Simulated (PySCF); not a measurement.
Species: C5H11NO.
Cartesian coordinates in Å at the GFN2-xTB level; atoms count from 1:
```xyz
18
C5H11NO angstrom
C     -2.111   -0.683   -0.142
N     -0.825   -0.054   -0.361
C     -0.773    1.253    0.257
C      0.273   -0.906    0.054
C      1.599   -0.448   -0.562
C      2.250    0.691    0.162
O      2.876    1.578   -0.349
H     -2.891   -0.030   -0.529
H     -2.150   -1.626   -0.685
H     -2.315   -0.880    0.922
H     -1.587    1.862   -0.133
H      0.168    1.739    0.006
H     -0.864    1.206    1.354
H      0.373   -0.949    1.155
H      0.057   -1.915   -0.303
H      1.453   -0.186   -1.611
H      2.310   -1.278   -0.512
H      2.149    0.630    1.267
```

Computed, not measured: PBE0/def2-SVPD in PySCF (dipole) on a GFN2-xTB geometry, gas phase.

Take the most abundant isotopes and a rigid rotor. The values belong to one conformer with, in the numbering `[CH3:1][N:2]([CH3:3])[CH2:4][CH2:5][CH:6]=[O:7]`, C1–N2–C4–C5 162°, N2–C4–C5–C6 81°, C4–C5–C6–O7 -145°.

Problem. Give the principal moments of inertia and the rotational constants in cm⁻¹.

Solution. Ia = 88.04, Ib = 347.40, Ic = 405.36 u·Å²; 505379 MHz·u·Å²/I gives 5740, 1455 and 1247 MHz, that is A = 0.19148, B = 0.04852, C = 0.04159 cm⁻¹.

Problem. What kind of rotor is it?

Solution. A near-prolate asymmetric top: κ = (2 × 1455 − 5740 − 1247)/(5740 − 1247) = -0.91.

Problem. Is it planar, by Δ = Ic − Ia − Ib?

Solution. Not planar: Δ = Ic − Ia − Ib = -30.08 u·Å². For a rigid frame Δ = −2 Σ m c², so Σ m c² = 15.04 u·Å² lies off the ab plane: 9.19 from hydrogen and 5.85 from heavier atoms. The atom farthest from that plane is 1.44 Å away.

Problem. Give the other two planar moments, Paa and Pbb, and the rms extents of the mass along the axes.

Solution. Paa = Σ m a² = (Ib + Ic − Ia)/2 = 332.36 and Pbb = Σ m b² = (Ia + Ic − Ib)/2 = 73.00 u·Å². With the mass M = 101.08 u, the rms extents √(P/M) along a, b and c are 1.81, 0.85, 0.39 Å.

Problem. Which types of transition are allowed, and where do some lines up to J = 2 fall?

Solution. The dipole components are |μa| = 2.66 D, |μb| = 1.50 D, |μc| = 1.39 D. The squared components, which scale the intensities, stand as 1.00 : 0.32 : 0.27 (a : b : c). Some lines, for components of 0.1 D or more:

| type | branch | J(Ka,Kc) | MHz | lower level (cm⁻¹) |
| --- | --- | --- | --- | --- |
| a | Q | 2(1,1) ← 2(1,2) | 624 | 0.406 |
| a | R | 1(0,1) ← 0(0,0) | 2701 | 0.000 |
| c | Q | 2(1,2) ← 2(0,2) | 4085 | 0.270 |
| c | Q | 1(1,1) ← 1(0,1) | 4286 | 0.090 |
| a | R | 2(1,2) ← 1(1,1) | 5195 | 0.233 |
| a | R | 2(0,2) ← 1(0,1) | 5396 | 0.090 |
| b | R | 1(1,1) ← 0(0,0) | 6987 | 0.000 |
| c | R | 1(1,0) ← 0(0,0) | 7195 | 0.000 |
| c | R | 2(1,1) ← 1(0,1) | 10105 | 0.090 |
| c | Q | 2(2,1) ← 2(1,1) | 12857 | 0.427 |
| b | Q | 2(2,0) ← 2(1,1) | 12864 | 0.427 |
| b | R | 2(2,1) ← 1(1,0) | 18468 | 0.240 |
| c | R | 2(2,0) ← 1(1,0) | 18475 | 0.240 |
| b | R | 2(2,0) ← 1(1,1) | 18683 | 0.233 |

Problem. Estimate the classical rotational partition function at 25 K, 298.15 K and 500 K.

Solution. Point group C1, symmetry number σ = 1; q = (√π/σ)·√((kT/h)³/(ABC)), k/h = 20836.6 MHz/K: 6530 at 25 K, 269000 at 298.15 K, 584000 at 500 K.

No GFN2-xTB frequencies stand behind this structure, so it isn't proved a minimum. These are rigid-rotor constants of the computed structure; measured ground-state constants (B0) also hold zero-point vibration. A rigid rotor knows nothing of internal rotation, which can split or shift real lines. Quadrupole hyperfine structure (14N) is left out.
